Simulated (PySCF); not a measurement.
methylcyclobutane (C₅H₁₀), SMILES C1C(C)CC1.

Coordinates come from a B3LYP-D3(BJ)/def2-SVP optimisation.

Two levels are set side by side: PBE/def2-TZVP (PySCF) and M06-2X/def2-TZVP (PySCF). Same geometry, gas phase. Differences are taken from unrounded values.

```tsv
quantity	M06-2X	PBE	PBE minus M06-2X
orbital gap (eV)	11.41	7.46	-3.95
highest occupied level (eV)	-9.51	-6.97	2.53
lowest empty level (eV)	1.90	0.49	-1.42
dipole moment (D)	0.11	0.12	0.01
mean polarisability (bohr³)	59.0	61.5	2.5
```

PBE's occupied levels lie high since its potential decays too fast outside the molecule; exact exchange lowers them and widens the gap. Loosely held outer electrons make PBE densities more polarisable. Differences between two approximate levels are no errors against the true value.

Rough cost on one machine, each run with all the roots and properties that it gave: M06-2X against PBE about 4 times.
